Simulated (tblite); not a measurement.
Compound: C₄H₁₃AsB₂N₂.
Bonds: N1–B2, B2–C3, C3–N4, N4–B5, B5–As6, B5–C7, C7–C8, C8–C9, C7–C9. Hydrogens: H10, H11 on N1; H12 on B2; H13, H14 on C3; H15 on N4; H16, H17 on As6; H18 on C7; H19, H20 on C8; H21, H22 on C9.

Computed with GFN2-xTB (tblite), gas phase: L-BFGS steps from a force-field or distance-geometry start until the largest atomic force falls under 0.01 eV/Å.

Step 1: E = -701.8061 eV
```
atom  x, y, z in Å  |  force x, y, z in eV/Å
N1      4.5096   -0.3910    0.1383   -1.231  -0.901   0.050
B2      3.1607   -0.2248    0.6410    1.095   1.164  -0.250
C3      1.9021   -0.1441   -0.3363    0.145  -0.096   0.450
N4      0.6487   -0.1778    0.4309   -0.464   0.041  -0.648
B5     -0.5885   -0.0622   -0.3741   -0.410   1.386   1.733
As6    -1.0214    1.7179   -1.3547    0.582   0.104  -1.906
C7     -1.8186   -0.8962    0.0884   -0.056   0.087  -0.553
C8     -3.1903   -0.7705   -0.5429   -0.059   0.391   0.597
C9     -2.8985   -0.0125    0.7237   -0.098  -0.447  -0.336
H10     4.5689   -0.3605   -0.8842    0.178  -0.450   0.547
H11     5.0818   -1.1418    0.5489   -0.174   1.105  -0.319
H12     3.0096    0.2771    1.7071    0.166  -0.798   0.062
H13     1.9745    0.7787   -0.9577   -0.051  -0.226  -0.133
H14     1.8838   -1.0290   -0.9972   -0.082   0.420  -0.043
H15     0.6539    0.4777    1.2260    0.117  -0.596  -0.545
H16    -2.5642    2.0082   -1.2312    0.871   0.054   0.599
H17    -0.3453    2.8978   -0.5739   -0.726  -0.712   0.296
H18    -1.6250   -1.8654    0.5519   -0.150   0.313   0.165
H19    -3.8717   -1.6058   -0.4143    0.164   0.105  -0.432
H20    -3.3184   -0.1440   -1.4374    0.066  -0.568   0.292
H21    -3.3109   -0.3940    1.6514   -0.048   0.320  -0.123
H22    -2.8510    1.0816    0.5939    0.165  -0.696   0.496
```

Step 2: E = -702.3083 eV
```
atom  x, y, z in Å  |  force x, y, z in eV/Å
N1      4.4525   -0.4197    0.1398    1.508  -0.914  -0.928
B2      3.2138   -0.1817    0.6296   -2.452   1.009   0.693
C3      1.9140   -0.1554   -0.3215   -0.380   0.850   0.072
N4      0.6181   -0.1738    0.4100    1.323  -0.277  -0.187
B5     -0.6012   -0.0113   -0.3048   -1.057   1.076   0.027
As6    -0.9995    1.7214   -1.4258    0.331   0.129  -1.140
C7     -1.8113   -0.8962    0.0657   -0.410   0.158   0.165
C8     -3.1996   -0.7597   -0.5194    0.119   0.012  -0.523
C9     -2.9063   -0.0275    0.7153    0.195   0.045   0.270
H10     4.5765   -0.3776   -0.8606   -0.007  -0.354  -0.173
H11     5.0766   -1.1043    0.5369    0.320   0.646   0.282
H12     3.0148    0.2477    1.7088    0.281  -0.597   0.296
H13     1.9728    0.7740   -0.9652   -0.070  -0.444   0.111
H14     1.8805   -1.0105   -0.9973    0.050   0.010  -0.119
H15     0.6587    0.4533    1.2021    0.092  -0.220   0.179
H16    -2.5326    2.0102   -1.2090    0.873   0.036   0.394
H17    -0.3719    2.8717   -0.5627   -0.621  -0.643   0.096
H18    -1.6315   -1.8522    0.5576   -0.023   0.206   0.060
H19    -3.8628   -1.5980   -0.4312   -0.084  -0.280  -0.238
H20    -3.3155   -0.1650   -1.4270   -0.008  -0.254   0.109
H21    -3.3117   -0.3806    1.6437   -0.143   0.026   0.226
H22    -2.8448    1.0544    0.6125    0.162  -0.217   0.330
```

Q: Estimate the geometry and energy of step 3. (The exact step hangs on the optimiser's Hessian estimate; all steps are aligned on step 2, rigid shifts and turns removed.)

A: E = -702.5363 eV, largest force 1.029 eV/Å
```
atom  x, y, z in Å  |  force x, y, z in eV/Å
N1      4.4515   -0.4404    0.1257   -0.225  -0.040   0.099
B2      3.1996   -0.1525    0.6355   -0.938   0.270  -0.151
C3      1.9155   -0.1500   -0.3166   -0.496   0.775  -0.155
N4      0.6216   -0.1754    0.4020    0.862  -0.242  -0.229
B5     -0.6202    0.0213   -0.2796   -0.602   0.771  -0.320
As6    -0.9871    1.7244   -1.4662    0.200   0.110  -0.669
C7     -1.8103   -0.8956    0.0599   -0.619   0.330   0.320
C8     -3.2045   -0.7580   -0.5193    0.364  -0.051  -0.274
C9     -2.9080   -0.0308    0.7189    0.213  -0.107   0.050
H10     4.5794   -0.3887   -0.8541    0.048  -0.323  -0.966
H11     5.0806   -1.0842    0.5374    0.740   0.111   0.596
H12     3.0203    0.2293    1.7136    0.204  -0.352   0.633
H13     1.9712    0.7676   -0.9672   -0.067  -0.263   0.035
H14     1.8800   -1.0029   -0.9984    0.131   0.002  -0.041
H15     0.6619    0.4410    1.1953    0.110  -0.088   0.438
H16    -2.5094    2.0114   -1.1958    0.849   0.022   0.262
H17    -0.3898    2.8537   -0.5575   -0.540  -0.598  -0.020
H18    -1.6344   -1.8439    0.5601    0.049   0.104   0.044
H19    -3.8598   -1.5978   -0.4407   -0.172  -0.409  -0.168
H20    -3.3146   -0.1756   -1.4222   -0.056  -0.011  -0.151
H21    -3.3136   -0.3752    1.6431   -0.212  -0.112   0.410
H22    -2.8403    1.0417    0.6236    0.156   0.100   0.258
```

The energy changes by -0.2280 eV. The first-order estimate −F·Δx gives -0.3138 eV and the mean of the old and new forces, exact on a quadratic surface, -0.2282 eV. The step makes an angle of 46° with the force vector and moves no atom by more than 0.045 Å.

The cost below is that of the whole relaxation. The run took 3.7 s on an Arm Neoverse N1 with one thread, no GPU, on a shared host.
